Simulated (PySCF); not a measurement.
# Fractional electron number in Ge (germanium, neutral)

The 4p alpha orbital of [Ar] 3d10 4s2 4p2 is emptied in steps (occupation f), with all orbitals relaxed, ending at [Ar] 3d10 4s2 4p1. Computed with PySCF 2.14 in aug-cc-pVDZ-PP with ECP10MDF (5s4p3d, 32 functions), with scalar relativity through the core potential. The exact energy is a straight line in f; departures are measured from the line between the end points of the same method.

**Question.** Among UHF, LDA, PBE, PBE0, r2SCAN, LC-wPBE, BHandHLYP, wB97X, TPSS, MN15, which shows the largest delocalisation error (convex curve), and which is closest to linear?

**Answer.** Most convex: LDA (-0.884 eV at f = 0.4); closest to linear: LC-wPBE (-0.014 eV).

```tsv
f	UHF (eV)	LDA (eV)	PBE (eV)	PBE0 (eV)	r2SCAN (eV)	LC-wPBE (eV)	BHandHLYP (eV)	wB97X (eV)	TPSS (eV)	MN15 (eV)
1	0.000	0.000	0.000	0.000	0.000	0.000	0.000	0.000	0.000	0.000
0.8	0.073	-0.580	-0.563	-0.406	-0.535	-0.013	-0.262	-0.054	-0.548	-0.340
0.6	0.107	-0.878	-0.850	-0.609	-0.799	-0.017	-0.394	-0.084	-0.826	-0.505
0.4	0.105	-0.884	-0.852	-0.609	-0.790	-0.014	-0.395	-0.087	-0.826	-0.497
0.2	0.068	-0.592	-0.569	-0.404	-0.519	-0.006	-0.264	-0.061	-0.549	-0.323
0	0.000	0.000	0.000	0.000	0.000	0.000	0.000	0.000	0.000	0.000
```

```json
{"method": "UHF", "E(f=0) − E(f=1) (eV)": "7.411", "−ε at f=1 (eV)": "7.882", "−ε at f=0.4 (eV)": "7.311"}
{"method": "LDA", "E(f=0) − E(f=1) (eV)": "7.964", "−ε at f=1 (eV)": "4.374", "−ε at f=0.4 (eV)": "8.675"}
{"method": "PBE", "E(f=0) − E(f=1) (eV)": "7.851", "−ε at f=1 (eV)": "4.358", "−ε at f=0.4 (eV)": "8.553"}
{"method": "PBE0", "E(f=0) − E(f=1) (eV)": "7.893", "−ε at f=1 (eV)": "5.364", "−ε at f=0.4 (eV)": "8.407"}
{"method": "r2SCAN", "E(f=0) − E(f=1) (eV)": "8.024", "−ε at f=1 (eV)": "4.677", "−ε at f=0.4 (eV)": "8.734"}
{"method": "LC-wPBE", "E(f=0) − E(f=1) (eV)": "7.950", "−ε at f=1 (eV)": "7.866", "−ε at f=0.4 (eV)": "7.980"}
{"method": "BHandHLYP", "E(f=0) − E(f=1) (eV)": "7.734", "−ε at f=1 (eV)": "6.105", "−ε at f=0.4 (eV)": "8.059"}
{"method": "wB97X", "E(f=0) − E(f=1) (eV)": "7.667", "−ε at f=1 (eV)": "7.337", "−ε at f=0.4 (eV)": "7.720"}
{"method": "TPSS", "E(f=0) − E(f=1) (eV)": "7.853", "−ε at f=1 (eV)": "4.445", "−ε at f=0.4 (eV)": "8.544"}
{"method": "MN15", "E(f=0) − E(f=1) (eV)": "7.782", "−ε at f=1 (eV)": "5.652", "−ε at f=0.4 (eV)": "8.244"}
```

Reference removal energy between the ground levels: 7.899 eV (measured; NIST Atomic Spectra Database, ionization energies). The calculation has no spin-orbit coupling. UHF lacks correlation.
